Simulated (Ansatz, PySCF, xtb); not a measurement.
Gas-phase reaction in SMILES: C[O][Ge]([CH3])([CH3])[CH3] + 5 [H][H] (H2) → 4 C (CH4) + [GeH4] (GeH4) + O (H2O)
Structures are relaxed separately at B3LYP-D3(BJ)/def2-TZVP in Ansatz (a quantum-chemistry and plane-wave program), one conformer each, not searched for the lowest. Frequencies are from Ansatz or PySCF.
Geometry of the first species:
```
Ge
O 1 1.8052
C 2 1.4107 1 119.79
H 3 1.0922 2 108.26 1 -180.00
H 3 1.0977 4 107.87 2 121.77
H 3 1.0977 4 107.87 5 116.46
C 1 1.9531 2 103.14 3 180.00
H 7 1.0897 1 109.93 2 -59.79
H 7 1.0897 8 108.67 1 -120.35
H 7 1.0906 8 108.81 9 -118.34
C 1 1.9648 2 108.51 3 -60.34
H 11 1.0900 1 110.13 2 -55.72
H 11 1.0901 12 108.74 1 -121.69
H 11 1.0910 12 108.65 13 -117.62
C 1 1.9648 2 108.51 3 60.34
H 15 1.0900 1 110.13 2 55.72
H 15 1.0901 16 108.74 1 121.69
H 15 1.0910 16 108.65 17 117.62
```

Wanted: energy of full hydrogenation (enthalpy at 298 K, with B3LYP-D3(BJ) rigid-rotor harmonic-oscillator terms), in kcal/mol. Correlated levels leave the core frozen unless marked. No spin-orbit coupling. Frozen are the shells of the preceding noble gas and the d and f shells that filled before the atom's block. No relativistic terms. CBS marks a two-point X^-3 extrapolation of the correlation energy; Hartree-Fock from the larger set.

```csv
level,program,energy of full hydrogenation (kcal/mol)
GFN2-xTB,xtb,-72.4
B3LYP-D4/def2-TZVPD,Ansatz + dftd4,-38.2
PBE0/def2-TZVPD,Ansatz,?
PBE0/def2-QZVPP,Ansatz,?
r2SCAN0-D4/def2-TZVPD,Ansatz + dftd4,-39.4
HSE06-D4/def2-TZVPD,Ansatz + dftd4,-40.0
B2PLYP-D4/def2-TZVPD,Ansatz + dftd4,-36.1
CCSD/6-31G*,Ansatz,?
CCSD/aug-cc-pVTZ,Ansatz,?
CCSD/cc-pVTZ,Ansatz,-41.4
"CCSD(T)/CBS(cc-pVTZ,cc-pVQZ)",Ansatz,-35.9
```

Task: Complete the blanks.

Result: 
- PBE0/def2-TZVPD, energy of full hydrogenation (kcal/mol): -45.1
- PBE0/def2-QZVPP, energy of full hydrogenation (kcal/mol): -46.6
- CCSD/6-31G*, energy of full hydrogenation (kcal/mol): -28.3
- CCSD/aug-cc-pVTZ, energy of full hydrogenation (kcal/mol): -40.8
